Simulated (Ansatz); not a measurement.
Reaction (isomerisation): `NC(F)([SiH3])[SiH3]` → `N[SiH2]C(F)[SiH3]`

Isolated molecules relaxed with PBE0-D4/def2-TZVP in Ansatz; ΔE leaves out vibrations. CCSD(T)/CBS adds triple-zeta CCSD(T) − MP2 to the extrapolated MP2 energy (def2 sets, frozen cores). DFT in def2-TZVPP. B3LYP here is the variant with VWN-RPA as its local correlation; programs differ in this. Each species was taken in one conformer, which may not be the lowest.

`NC(F)([SiH3])[SiH3]`:

Cartesian coordinates in Å:
```
N -0.997 1.217 -0.238
C 0.137 0.392 -0.160
F 1.335 1.070 -0.608
Si -0.059 -1.104 -1.321
Si 0.477 -0.082 1.653
H -1.253 1.492 -1.178
H -0.973 2.024 0.371
H 1.230 -1.829 -1.430
H -0.473 -0.589 -2.655
H -1.105 -2.016 -0.792
H 0.450 1.168 2.460
H 1.806 -0.732 1.762
H -0.577 -1.010 2.135
```

`N[SiH2]C(F)[SiH3]`:

Z-matrix (Å, degrees):
```
Si
C 1 1.898
N 1 1.712 2 116.0
H 1 1.488 2 105.8 3 120.5
H 1 1.485 2 107.0 3 -120.3
Si 2 1.891 1 115.4 3 -56.7
F 2 1.412 1 108.6 3 65.5
H 2 1.100 1 108.1 3 -178.2
H 3 1.007 1 121.2 2 72.8
H 3 1.007 1 120.1 2 -74.5
H 6 1.488 2 108.0 1 -61.8
H 6 1.486 2 110.3 1 57.3
H 6 1.485 2 110.7 1 178.2
```

(1) Is it downhill or uphill in electronic energy at CCSD(T)/CBS, and by how much? (An estimate is asked.)

(2) What do these levels give: r2SCAN-D4, PBE0-D4, B3LYP-D4, ωB97X-V, B2PLYP, r2SCAN, B3LYP, SCS-MP2/def2-TZVPP, CCSD/def2-TZVPP, CCSD(T)/def2-TZVPP, HF/def2-QZVPP, SCS-MP2/def2-QZVPP? (Estimate.)

Largest T1 diagnostic among the species: 0.013.

## Answers

(1) The calculation gave: Downhill: ΔE = -92.6 kJ/mol.

(2) Ansatz gave: r2SCAN-D4 -86.7, PBE0-D4 -85.1, B3LYP-D4 -87.1, ωB97X-V -85.9, B2PLYP -91.0, r2SCAN -86.9, B3LYP -89.7, SCS-MP2/def2-TZVPP -93.4, CCSD/def2-TZVPP -93.1, CCSD(T)/def2-TZVPP -89.6, HF/def2-QZVPP -104.5, SCS-MP2/def2-QZVPP -95.7 kJ/mol.

In def2-TZVPP, CCSD(T) changes the Hartree–Fock value by +13.7 kJ/mol (the triples alone add +3.6 kJ/mol) and MP2 by +10.4 kJ/mol. From PBE to PBE0 (25 % exact exchange), in def2-TZVPP and without D4, ΔE moves by −7.5 kJ/mol.
